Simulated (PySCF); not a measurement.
## Nickel: a sound run and one with changed settings

Sound run: Ni [Ar] 3d8 4s2, Ni+ [Ar] 3d9. Calculation: PySCF 2.14, in def2-SVP; the non-relativistic Hamiltonian (point nucleus). In the sound run the correlated levels freeze [Ar]. The sound run starts from symmetry-adapted Hartree-Fock orbitals and uses a fine grid where one is needed.

Changed run: initial guess sap, at most 50 SCF cycles, level shift 0.1 hartree.

| species | method | sound run (hartree) | changed run (hartree) | converged |
| --- | --- | --- | --- | --- |
| Ni | UHF | -1506.64312 | -1506.56499 | yes |
| Ni | TPSS | -1508.06462 | -1508.07150 | no |
| Ni | LDA | -1505.34257 | -1505.23584 | no |
| Ni+ | UHF | -1506.34536 | -1506.34533 | yes |
| Ni+ | TPSS | -1507.78666 | -1507.78751 | no |
| Ni+ | LDA | -1505.06809 | -1505.06823 | no |
| Ni+ | MP2 | -1506.57792 | -1506.56924 | yes |

The plain start fixes occupations by D2h representation alone, and Ni at UHF landed in another state (other ⟨L²⟩ or ⟨S²⟩). A level shift leaves the converged SCF energy unchanged but raises the virtual orbital energies, which shrinks MP2 if it is not removed.
